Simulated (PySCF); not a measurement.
A structure optimised at TPSSh-D3(BJ)/def2-SVP, used in a PySCF frequency run:

```
N
Si 1 1.7595
Si 1 1.7595 2 120.00
Si 1 1.7595 2 120.00 3 180.00
H 3 1.4892 1 111.62 2 -60.54
H 4 1.4892 1 111.62 2 -119.46
H 2 1.4892 1 111.62 3 119.46
H 4 1.4892 6 108.08 1 123.12
H 2 1.4892 7 108.08 1 -123.12
H 3 1.4892 5 108.08 1 -123.12
H 4 1.4893 6 109.20 8 118.69
H 3 1.4893 5 109.20 10 -118.69
H 2 1.4893 7 109.20 9 -118.69
```

### Question
Write its SMILES, formula and point group.

### Answer
[SiH3]N([SiH3])[SiH3], H9NSi3, C3h

### Question
What are its rotational constants (standard atomic weights)?

### Answer
3.0248, 3.0248, 1.5964 GHz
